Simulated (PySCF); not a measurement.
Gas-phase reaction: ZrCl3OH + Cl2 + H2O ⇌ ZrCl4.H2O + HOCl

Computed with PySCF (xtb for GFN2) and rigid-rotor harmonic-oscillator thermochemistry at 1 bar. † marks an energy on the PBE0/def2-TZVP geometry and frequencies; other levels use their own. MP2 and CCSD(T) freeze the core. All species are closed-shell singlets. Zr: scalar-relativistic def2 core potential, no spin-orbit coupling. Adducts (ZrCl4.H2O) have no counterpoise correction, and HF, PBE, BLYP, B3LYP and PBE0 lack dispersion. ZrCl3OH, ZrCl4.H2O: computed as isolated molecules; such fragments, hydroxides, amides, oligomers or adducts are transient or little studied in the gas. MP2 isn't extrapolated to the basis-set limit; its ΔH°(298 K) is -29.0 kJ in def2-SVP and -11.9 kJ in def2-TZVPP. CCSD(T) isn't extrapolated to the basis-set limit. The harmonic model lacks anharmonicity and excited electronic states, which grow with temperature; levels with a mode under 35 cm⁻¹ are left out. Soft modes under 120 cm⁻¹ make the harmonic entropy rough for ZrCl3OH, ZrCl4.H2O.

```
level               ΔE electronic, kJ  ΔH°(298 K), kJ  ΔS°(298 K), J/K  ΔG°(2000 K), kJ
------------------  -----------------  --------------  ---------------  ---------------
CCSD(T)/def2-SVP†                 -35             -27             -116              191
GFN2-xTB                         -111            -107             -112              100
HF/def2-TZVP†                       6              15             -116              233
MP2/def2-TZVPP†                   -20             -12             -116              206
PBE/def2-SVP                      -38             -31             -116              186
PBE0/def2-TZVP                     -7               1             -116              219
LDA/def2-TZVP†                    -35             -27             -116              191
ωB97M-V/def2-TZVP†                -17              -8             -116              210
```
ΔH° is lowest at GFN2-xTB and highest at HF/def2-TZVP†. No reference value is set beside these.
